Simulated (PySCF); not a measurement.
Vertical excitations of a molecule CH₄ClFOSi₂ from TDDFT-PBE/def2-SVPD in PySCF 2.14.0, as energy in eV (oscillator strength): 5.12 (0.005), 5.29 (0.010), 5.65 (0.002), 5.92 (0.030), 6.01 (0.026), 6.08 (0.046), 6.28 (0.011), 6.39 (0.048), 6.53 (0.007), 6.55 (0.008). Lowest triplet (TDA): 4.49 eV. Coordinates come from a B3LYP-D3(BJ)/def2-SVP optimisation. The values are those of a single conformer.

**Question.** Which structure fits?
A. O=C[Si@](F)([SiH3])Cl
B. O=C([SiH2]F)[SiH2]Cl
C. F[Si@H]1C[Si@@H](Cl)O1
D. F[Si@H]1OC[Si@@H]1Cl

**Answer.** D, F[Si@H]1OC[Si@@H]1Cl
